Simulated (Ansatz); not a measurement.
Cu2Sn2⁺. Charge 1, multiplicity 4. Geometry PBE-D4/def2-SVP; atoms count from 1.

```tsv
atom	x (Å)	y (Å)	z (Å)
Cu1	1.318	0.520	-0.289
Cu2	0.098	-0.534	1.340
Sn3	-1.158	1.497	0.101
Sn4	-0.257	-1.483	-1.152
```

In the def2 sets Sn takes a core potential; there is no spin–orbit coupling. At PBE0-D4/def2-TZVP a doublet of charge 1 lies 1.37 eV below the quartet, each at its own geometry. The structure comes from a short search, and lower isomers may exist.

**Question.** Estimate the Mulliken populations from the PBE0/def2-TZVP orbitals of Ansatz.

**Answer.** 
```json
{"atom": "Cu1", "charge (e)": "0.11", "spin (α − β)": "0.23", "d electrons": "9.84"}
{"atom": "Cu2", "charge (e)": "0.11", "spin (α − β)": "0.23", "d electrons": "9.84"}
{"atom": "Sn3", "charge (e)": "0.39", "spin (α − β)": "1.27", "d electrons": "–"}
{"atom": "Sn4", "charge (e)": "0.39", "spin (α − β)": "1.27", "d electrons": "–"}
```
Mulliken values and Mayer orders depend strongly on the basis.

**Question.** Where does the spin sit?

**Answer.** Summed by element: Cu 0.47, Sn 2.53, of 3 unpaired in all. Largest on single atoms: Sn3 1.27, Sn4 1.27, Cu1 0.23.

**Question.** And the Mayer bond orders between bonded heavy atoms (over 0.3)?

**Answer.** Cu1–Cu2 0.53 (2.29 Å); Cu1–Sn3 0.55 (2.69 Å); Cu1–Sn4 0.55 (2.69 Å); Cu2–Sn3 0.55 (2.69 Å); Cu2–Sn4 0.55 (2.69 Å); Sn3–Sn4 0.71 (3.36 Å).
